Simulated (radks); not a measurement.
Coulomb parameter of the 4f shell of the gadolinium ion Gd3+ in the model configuration [Xe] 4f6 6s1, as a second difference U = [E(n + 0.5) + E(n - 0.5) - 2 E(n)] / (0.5)^2 with all orbitals relaxed. "Bare": the charge of the atom changes with n. "Screened": the 6s shell takes up the change at fixed total charge, which measures U(4f,4f) + U(6s,6s) - 2 U(4f,6s). Method: scalar-relativistic Kohn-Sham, PBE, spin-unpolarised, spherical densities, point nucleus; computed with a radial shooting solver on a logarithmic mesh with Libxc functionals.

start: configuration [Xe] 4f6 6s1; E - E(n) (eV) 0.000
bare +0.5: configuration [Xe] 4f6.5 6s1; E - E(n) (eV) -19.558
bare -0.5: configuration [Xe] 4f5.5 6s1; E - E(n) (eV) 24.592
screened +0.5: configuration [Xe] 4f6.5 6s0.5; E - E(n) (eV) -8.512
screened -0.5: configuration [Xe] 4f5.5 6s1.5; E - E(n) (eV) 10.674

U(bare) = 20.137 eV, U(screened by 6s) = 8.650 eV, against the Slater integral F0(4f,4f) = 31.280 eV with frozen orbitals.
